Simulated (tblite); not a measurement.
C8H15P.
Structure used (GFN2-xTB), in Å, numbered top down from 1:
```
atom  x, y, z in Å
C1     3.5426    0.8226   -0.4258
C2     2.5354    0.4966    0.3616
C3     1.1298    0.2510   -0.0987
C4     0.7255   -1.1911    0.2338
C5    -0.6696   -1.5328   -0.2778
P6    -1.9411   -0.5211    0.6284
C7    -3.3317   -0.6625   -0.5851
C8    -1.2508    1.1176    0.0806
C9     0.1871    1.2615    0.5675
H10    3.4190    0.9391   -1.4906
H11    4.5358    0.9879   -0.0433
H12    2.6911    0.3866    1.4274
H13    1.0794    0.3877   -1.1850
H14    0.7570   -1.3303    1.3177
H15    1.4572   -1.8722   -0.2110
H16   -0.8816   -2.5907   -0.1001
H17   -0.7405   -1.3459   -1.3539
H18   -4.1164    0.0377   -0.3047
H19   -3.0024   -0.4513   -1.6015
H20   -3.7388   -1.6708   -0.5380
H21   -1.2967    1.1979   -1.0102
H22   -1.8685    1.9121    0.5081
H23    0.5485    2.2719    0.3541
H24    0.2179    1.1183    1.6511
```

Level: GFN2-xTB in tblite, geometry and Hessian alike; calculated harmonic values, unscaled, isolated species. Against measured fundamentals such values can be off by several per cent, at times by over 20. One conformer, not necessarily the lowest.

Harmonic wavenumbers (cm⁻¹): 60.9, 73.0, 150.2, 187.2, 193.9, 215.2, 264.1, 264.7, 314.0, 364.3, 394.4, 486.1, 507.6, 654.7, 671.0, 698.7, 738.2, 773.5, 820.9, 860.9, 878.6, 897.8, 911.9, 913.8, 956.8, 1015.5, 1026.7, 1036.2, 1069.0, 1070.0, 1109.9, 1124.9, 1183.7, 1184.7, 1212.3, 1257.6, 1262.7, 1278.8, 1301.5, 1308.4, 1319.6, 1342.2, 1355.2, 1422.3, 1439.9, 1445.9, 1448.5, 1459.2, 1479.5, 1489.2, 1718.7, 2918.5, 2922.3, 2926.7, 2944.0, 2947.8, 2950.8, 2952.2, 2965.2, 2967.6, 2986.5, 3012.4, 3016.3, 3051.6, 3094.4, 3119.3.

A = 3344, B = 750.5, C = 677.5 MHz; mass 142.091 u (most abundant isotopes); point group Cs, symmetry number 1.

Problem. What is the zero-point energy?

Solution. Half the sum of the wavenumbers: 45695 cm⁻¹ = 130.65 kcal/mol.

Problem. Give the ideal-gas entropy at 200 K and 1 bar in the rigid-rotor, harmonic-oscillator model (classical rotation).

Solution. Translation 38.81, rotation 28.44, vibration 18.10: S = 85.3 cal/(mol K).

Problem. And Cp and H(200 K) − H(0)?

Solution. Cp = 29.93 cal/(mol K), of which vibrations give 21.98 (their classical limit is 66 R = 131.2); H(200 K) − H(0) = 3.68 kcal/mol without the zero-point energy, 2.09 from vibrations.

Problem. What must be added to the electronic energy to get the Gibbs energy at 200 K and 1 bar?

Solution. ZPE + [H(200 K) − H(0)] − T·S = 130.65 + 3.68 − 17.07 = 117.26 kcal/mol.

Problem. Blend soft modes into free rotors: weight 1/[1 + (100 cm⁻¹/ν̃)⁴] for the oscillator and the rest for a rotor with moment μB/(μ + B), μ = h/(8π²ν), B = 10⁻⁴⁴ kg m². What vibrational entropy results?

Solution. 17.20 cal/(mol K) in place of 18.10, which changes −T·S at 200 K by +0.18 kcal/mol.

Problem. Which modes carry the vibrational entropy at 200 K?

Solution. 60.9 cm⁻¹: 3.64; 73.0 cm⁻¹: 3.29; 150.2 cm⁻¹: 1.93; 187.2 cm⁻¹: 1.54; 193.9 cm⁻¹: 1.48; 215.2 cm⁻¹: 1.31 cal/(mol K); the other 60 give 4.92 together.

Problem. How do the functions run with temperature in this model?

Solution. 
```tsv
T (K)	S (cal/(mol K))	Cp (cal/(mol K))	H − H(0) (kcal/mol)	G − H(0) (kcal/mol)	ln q(vib)
150	77.6	24.3	2.33	-9.31	2.55
250	92.7	36.0	5.33	-17.84	5.18
298.15	99.5	42.3	7.21	-22.47	6.49
400	113.9	55.5	12.20	-33.34	9.33
600	140.6	76.4	25.52	-58.82	15.10
900	175.7	96.6	51.72	-106.41	23.64
```

q(vib) and H(0) count from the zero-point level.

Hindered rotation and anharmonicity are outside this model. Other conformers, if any are populated, would add a mixing term that is left out.

Hardware: Intel Xeon Platinum 8488C, one thread, on a shared host. Cost: 1.1 s. The figure is for the frequency step alone.
